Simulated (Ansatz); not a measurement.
Ideal-gas functions of `B[O][GeH3]` at 298.15 K and 1 bar, from an Ansatz frequency run at PBE0-D4/def2-TZVP.

Molar mass 104.46 g/mol, point group Cs (symmetry number 1), electronic degeneracy 1, moments of inertia 13.694, 119.991, 127.204 u Å². Harmonic wavenumbers (cm⁻¹, unscaled): 73, 234, 309, 599, 638, 644, 854, 867, 876, 1017, 1054, 1215, 1398, 2170, 2187, 2188, 2513, 2608.

Use S(trans) = R[1.5 ln M + 2.5 ln T − 1.1517]; rotational temperatures θ = 24.2544 K / I; S(rot) = R[ln(√π/σ · √(T³/θAθBθC)) + 1.5]; for each mode x = 1.438777 ν̃/T, S = R[x/(eˣ − 1) − ln(1 − e⁻ˣ)] and H = RT x/(eˣ − 1); 1 cm⁻¹ = 0.0119627 kJ/mol; R = 8.31446 J/(mol·K).

Task: By hand: the entropy, in J/(mol·K).

Result: Translation 166.8. Rotation: θ = 1.7712, 0.2021, 0.1907 K, giving 99.4. Vibration, mode by mode: 17.03, 7.73, 5.72, 1.89, 1.63, 1.59, 0.70, 0.67, 0.64, 0.37, 0.31, 0.16, 0.08, 0.00, 0.00, 0.00, 0.00, 0.00, in all 38.5. Electronic 0.0. Sum 304.7 J/(mol·K).

Task: By hand: H − E and G − E in kJ/mol, counted from the electronic energy.

Result: Zero-point energy ½ × 21444 × 0.0119627 = 128.3; thermal vibration 6.3; translation, rotation and pV give 4 RT = 9.9. H − E = 144.5 kJ/mol, and G − E = 144.5 − 298.15 × 304.7/1000 = 53.7 kJ/mol.

Vibration gives 13 % of the entropy, 17.0 J/(mol·K) of it from the mode under 150 cm⁻¹: soft modes count most, and the harmonic formula is weakest for them.
